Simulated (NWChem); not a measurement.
System: SiH4Se2; SMILES [SeH][SiH2][SeH]

```xyz
7

Si    -0.8876    -0.0058     0.0130
Se     0.3521     1.9010     0.2035
Se     0.3339    -1.9300    -0.1074
H     -1.7724     0.0369     1.2126
H     -1.7032    -0.0367    -1.2349
H      1.1177     1.6246    -1.0230
H      1.0297    -1.6657     1.1627
```
Atoms are numbered in this order, from 1.

Computed with NWChem. Pople sets run with spherical d functions. STO-3G and 3-21G are far too small for this property and stand as cheap habits. The geometry was optimised at PBE0/def2-SVP. Field at 589 nm.

```json
[
 {"level": "B3LYP/STO-3G", "isotropic polarisability (bohr³)": "…", "anisotropy (bohr³)": "…"},
 {"level": "B3LYP/6-31G*", "isotropic polarisability (bohr³)": "72.3", "anisotropy (bohr³)": "39.2"},
 {"level": "B3LYP/def2-SVP", "isotropic polarisability (bohr³)": "72.0", "anisotropy (bohr³)": "32.1"},
 {"level": "B3LYP/def2-SVPD", "isotropic polarisability (bohr³)": "92.8", "anisotropy (bohr³)": "39.0"},
 {"level": "B3LYP/aug-cc-pVDZ", "isotropic polarisability (bohr³)": "92.3", "anisotropy (bohr³)": "39.7"}
]
```

Task: Fill in the missing entries.

Result: 
- B3LYP/STO-3G, isotropic polarisability (bohr³): 33.7
- B3LYP/STO-3G, anisotropy (bohr³): 21.7
